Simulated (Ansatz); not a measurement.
Energy needed to pull apart AlBH4Se (SMILES B[Se][AlH2]), singlet, into free ground-state atoms, from the structure below (displaced at random from a GFN2-xTB minimum); no zero-point or spin–orbit terms; open-shell atoms are treated unrestricted, in their ground-state multiplicity.

```csv
atom,x (Å),y (Å),z (Å)
B1,-1.4901,0.0566,-0.5363
Se2,-0.8004,-0.9470,1.0355
Al3,1.4190,-0.1350,0.6115
H4,-1.5854,-0.4693,-1.6430
H5,-1.9750,1.1574,-0.3755
H6,1.9379,1.2098,1.2653
H7,2.4343,-0.9052,-0.3739
```

Program: Ansatz 0.2.0. Basis: def2-TZVPP. Cores are frozen in the correlated methods. Filled d shells of the heavier atoms are correlated. The def2 sets are not built for correlating such inner shells, so the correlated values are less sure here.

| method | atomization energy (kJ/mol) |
| --- | --- |
| PBE-D4 | ? |
| r2SCAN-D4 | 1967 |
| PBE0-D4 | 1936 |
| HSE06-D4 | 1937 |
| BHLYP-D4 | 1924 |
| wB97M-V | 1948 |
| HF | 1493 |
| MP2 | 1917 |
| CCSD | ? |
| CCSD(T) | 1905 |

**Question.** What does CCSD give? (Judge from chemistry; the value comes from the calculation.)

**Answer.** The calculation gives: 1882 kJ/mol, which is about 24 kJ/mol less than CCSD(T)/def2-TZVPP.

**Question.** What does PBE-D4 give? (Judge from chemistry; the value comes from the calculation.)

**Answer.** By the calculation: 1946 kJ/mol, which is about 40 kJ/mol more than CCSD(T)/def2-TZVPP.

In triple zeta the MP2 and coupled-cluster atomization energies are still short of their basis limit by a few kcal/mol a bond, whereas those of the functionals are nearly converged, so these differences are not deviations from converged CCSD(T).

T1 diagnostic: at most 0.012.

For scale, one of the runs: CCSD(T)/def2-TZVPP forces, 177 basis functions (an equivalent command: `ansatz run in.yaml --threads 4`). Time: 2.8 min of wall clock on 4 CPU threads; the host was shared. Peak host memory: 2.9 GiB.
